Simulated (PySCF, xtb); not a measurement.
Mo(O)(NMe)(SH)2 (CH5MoNOS2), SMILES [O]=[Mo]([SH])([SH])=[N]C, multiplicity 1.

GFN2-xTB in xtb 6.7.1 at its own geometry gives an orbital gap of 2.30 eV and a dipole moment of 1.06 D.

Coordinates come from a PBE0-D3(BJ)/def2-SVP optimisation. The multiplicity is an assumed one; other spin states were not compared. The def2 effective core potentials stand for the cores of Mo; spin–orbit coupling is left out. Other conformers were not sampled.

Q: What does B3LYP/def2-TZVP (PySCF) give? (Estimate from the structure and the level; the computed values follow.)

A: gap 4.57 eV (levels -7.18 and -2.61 eV), dipole 1.24 D.
